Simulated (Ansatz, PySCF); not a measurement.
3,6-dihydro-2H-pyran (C5H8O), SMILES C1=CCOCC1. Atoms are numbered in the order given.

```xyz
14

C      0.1428     1.4112    -0.3013
C      1.2486     0.6653    -0.2006
C      1.1867    -0.8190     0.0408
O     -0.1113    -1.3534    -0.0849
C     -1.1008    -0.5637     0.5435
C     -1.2244     0.8019    -0.1324
H      0.2165     2.4846    -0.5032
H      2.2436     1.1140    -0.2878
H      1.6125    -1.0493     1.0443
H      1.8167    -1.3504    -0.6928
H     -2.0413    -1.1310     0.4824
H     -0.8586    -0.4236     1.6179
H     -1.8723     1.4633     0.4690
H     -1.7185     0.6951    -1.1159
```

The structure is a stationary point at B3LYP-D3(BJ)/def2-SVP. One conformer was computed; it need not be the lowest.

Two levels are set side by side: PBE-D3(BJ)/def2-SVP (Ansatz, a first-principles code) and B3LYP-D3(BJ)/def2-SVP (Ansatz). Each level has its own optimised geometry; the coordinates shown are those of the second. Frequencies come from the Hessian of PySCF at each geometry. Differences are taken from unrounded values.

| quantity | B3LYP-D3(BJ) |
|---|---|
| mean bond length (Å) | 1.252 |
| bond C1–C2 (Å) | 1.338 |
| bond C1–C6 (Å) | 1.506 |
| bond C2–C3 (Å) | 1.505 |
| bond C3–O4 (Å) | 1.409 |
| bond O4–C5 (Å) | 1.413 |
| bond C5–C6 (Å) | 1.529 |
| bond C1–H7 (Å) | 1.095 |
| bond C2–H8 (Å) | 1.095 |
| bond C3–H9 (Å) | 1.114 |
| bond C3–H10 (Å) | 1.103 |
| bond C5–H11 (Å) | 1.100 |
| bond C5–H12 (Å) | 1.110 |
| bond C6–H13 (Å) | 1.104 |
| bond C6–H14 (Å) | 1.106 |
| highest harmonic wavenumber (cm⁻¹) | 3174 |
| mean harmonic wavenumber (cm⁻¹) | 1484 |
| zero-point energy (kcal/mol) | 76.40 |

Problem. What does PBE-D3(BJ) give, and how far is it from B3LYP-D3(BJ)? (Estimate from the structure and the level; the computed values follow.)

Solution. 
```csv
quantity,PBE-D3(BJ),PBE-D3(BJ) minus B3LYP-D3(BJ)
mean bond length (Å),1.259,0.007
bond C1–C2 (Å),1.347,0.010
bond C1–C6 (Å),1.507,0.000
bond C2–C3 (Å),1.505,0.000
bond C3–O4 (Å),1.415,0.005
bond O4–C5 (Å),1.419,0.006
bond C5–C6 (Å),1.532,0.003
bond C1–H7 (Å),1.103,0.008
bond C2–H8 (Å),1.103,0.008
bond C3–H9 (Å),1.124,0.010
bond C3–H10 (Å),1.112,0.009
bond C5–H11 (Å),1.108,0.008
bond C5–H12 (Å),1.119,0.009
bond C6–H13 (Å),1.112,0.008
bond C6–H14 (Å),1.114,0.008
highest harmonic wavenumber (cm⁻¹),3110,-64
mean harmonic wavenumber (cm⁻¹),1442,-42
zero-point energy (kcal/mol),74.22,-2.18
```

Exact exchange shortens and stiffens bonds; PBE has none. Differences between two approximate levels are no errors against the true value.
